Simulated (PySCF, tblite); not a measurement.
Compound: C7H15FO.
Cartesian coordinates in Å at the GFN2-xTB level; atoms count from 1:
```
atom  x, y, z in Å
C1     1.981   -1.585    0.045
C2     1.306   -0.218   -0.072
C3     2.270    0.896    0.363
F4     3.315    0.993   -0.522
O5     0.172   -0.173    0.772
C6    -1.103    0.143    0.209
C7    -1.126    1.551   -0.398
C8    -1.530   -0.896   -0.836
C9    -2.054    0.087    1.408
H10    2.176   -1.803    1.091
H11    1.333   -2.359   -0.357
H12    2.918   -1.582   -0.506
H13    1.038   -0.037   -1.120
H14    1.767    1.868    0.374
H15    2.693    0.683    1.349
H16   -0.825    2.283    0.348
H17   -0.456    1.628   -1.252
H18   -2.132    1.788   -0.733
H19   -1.458   -1.895   -0.411
H20   -0.904   -0.850   -1.724
H21   -2.558   -0.717   -1.136
H22   -2.031   -0.907    1.846
H23   -3.069    0.320    1.100
H24   -1.735    0.800    2.162
```

Computed, not measured: PBE0/pcSseg-1 in PySCF (dipole) on a GFN2-xTB geometry, gas phase.

Take the most abundant isotopes and a rigid rotor. The values belong to one conformer with, in the numbering `[CH3:1][C@H:2]([CH2:3][F:4])[O:5][C:6]([CH3:7])([CH3:8])[CH3:9]`, C1–C2–C3–F4 67°, C1–C2–O5–C6 -124°.

Question: Give the principal moments of inertia and the rotational constants in GHz.

Answer: Ia = 194.50, Ib = 551.37, Ic = 613.59 u·Å²; 505379 MHz·u·Å²/I gives 2598, 916.6 and 823.6 MHz, that is A = 2.5983, B = 0.9166, C = 0.8236 GHz.

Question: What kind of rotor is it?

Answer: An asymmetric top. Ray's parameter κ = (2B − A − C)/(A − C) = -0.895; −1 is the prolate and +1 the oblate limit.

Question: Is it planar, by Δ = Ic − Ia − Ib?

Answer: Not planar: Δ = Ic − Ia − Ib = -132.28 u·Å². For a rigid frame Δ = −2 Σ m c², so Σ m c² = 66.14 u·Å² lies off the ab plane: 21.42 from hydrogen and 44.72 from heavier atoms. The atom farthest from that plane is 1.97 Å away.

Question: Give the other two planar moments, Paa and Pbb, and the rms extents of the mass along the axes.

Answer: Paa = Σ m a² = (Ib + Ic − Ia)/2 = 485.23 and Pbb = Σ m b² = (Ia + Ic − Ib)/2 = 128.36 u·Å². With the mass M = 134.11 u, the rms extents √(P/M) along a, b and c are 1.90, 0.98, 0.70 Å.

Question: List the rotational levels J(Ka,Kc) to J = 4 (MHz).

Answer: Above 0(0,0):
J = 1: 1(0,1) 1740, 1(1,1) 3422, 1(1,0) 3515
J = 2: 2(0,2) 5217, 2(1,2) 6809, 2(1,1) 7088, 2(2,1) 12134, 2(2,0) 12137
J = 3: 3(0,3) 10423, 3(1,3) 11888, 3(1,2) 12446, 3(2,2) 17354, 3(2,1) 17373, 3(3,1) 25998, 3(3,0) 25998
J = 4: 4(0,4) 17346, 4(1,4) 18656, 4(1,3) 19585, 4(2,3) 24312, 4(2,2) 24368, 4(3,2) 32966, 4(3,1) 32966, 4(4,1) 45057, 4(4,0) 45057
Those of J = 1 are B + C, A + C and A + B.

Question: Which lines would a microwave search look for?

Answer: The dipole components are |μa| = 1.80 D, |μb| = 0.08 D, |μc| = 0.41 D. Intensities carry the squares of the components, which stand as 1.00 : 0.00 : 0.05 (a : b : c). Some lines, for components of 0.1 D or more:

```csv
type,branch,"J(Ka,Kc)",MHz,lower level (cm⁻¹)
a,Q,"3(1,2) ← 3(1,3)",558,0.397
a,Q,"4(1,3) ← 4(1,4)",929,0.622
c,Q,"4(1,4) ← 4(0,4)",1310,0.579
a,R,"1(0,1) ← 0(0,0)",1740,0.000
a,R,"2(1,2) ← 1(1,1)",3387,0.114
c,R,"1(1,0) ← 0(0,0)",3515,0.000
c,Q,"3(2,2) ← 3(1,2)",4908,0.415
c,Q,"2(2,1) ← 2(1,1)",5045,0.236
a,R,"3(1,3) ← 2(1,2)",5079,0.227
a,R,"3(0,3) ← 2(0,2)",5206,0.174
a,R,"3(2,2) ← 2(2,1)",5221,0.405
a,R,"4(2,2) ← 3(2,1)",6995,0.579
c,R,"3(1,2) ← 2(0,2)",7229,0.174
c,R,"2(2,1) ← 1(1,1)",8712,0.114
c,R,"4(1,3) ← 3(0,3)",9162,0.348
c,R,"3(2,1) ← 2(1,1)",10285,0.236
c,R,"4(2,2) ← 3(1,2)",11922,0.415
c,R,"4(2,3) ← 3(1,3)",12424,0.397
c,R,"3(3,0) ← 2(2,0)",13860,0.405
c,R,"3(3,1) ← 2(2,1)",13864,0.405
c,R,"4(3,1) ← 3(2,1)",15593,0.579
c,R,"4(3,2) ← 3(2,2)",15611,0.579
c,R,"4(4,0) ← 3(3,0)",19059,0.867
```

Question: Estimate the classical rotational partition function at 100 K, 200 K and 298.15 K.

Answer: Point group C1, symmetry number σ = 1; q = (√π/σ)·√((kT/h)³/(ABC)), k/h = 20836.6 MHz/K: 120000 at 100 K, 340000 at 200 K, 620000 at 298.15 K.

Its GFN2-xTB frequencies are all real (lowest 37 cm⁻¹). Zero-point vibration and centrifugal distortion are left out. A rigid rotor knows nothing of internal rotation, which can split or shift real lines.

The run took 94 s (with the writing of density and orbital grids) on an Arm Neoverse N1 with one thread, no GPU (shared host), and the process peaked at 1.1 GiB of memory. This is the PBE0/pcSseg-1 job that gave the dipole, with the shieldings it also computed.
